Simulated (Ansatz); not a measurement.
```yaml
crystal:
  periodic: [false, false, false]
  atoms:
    - {symbol: O, position_ang: [-1.834741, -0.674149, 0.335498]}
    - {symbol: Ta, position_ang: [-0.395763, 0.023937, -0.116050]}
    - {symbol: O, position_ang: [0.970963, -0.740187, 0.952087]}
    - {symbol: Cl, position_ang: [-0.052162, -0.303814, -2.345378]}
    - {symbol: Cl, position_ang: [-0.491633, 2.242748, 0.286365]}
    - {symbol: H, position_ang: [1.822440, -0.627228, 0.928022]}
basis:
  gaussian: {orbitals: ANO-RCC-VTZP, fitting: {mean_field: cc-pVTZ-jkfit}, final_grid: {core_spheres: 5, valence_spheres: 4, degree: 11}}
magnetization: {spin_polarized: true, initial_magnetization: 2}
hamiltonian: {xc: {name: BHLYP}}
accuracy: high
output: {forces: true}
```

```sh
$ ansatz run in.yaml --threads 4 --pin off --events-out ev --progress --plain --max-ram 10444MiB
```

Output, abridged:

```
Functional definition: BHLYP
Error: <dir> the basis set cc-pVTZ-JKFIT has no functions for Ta
```
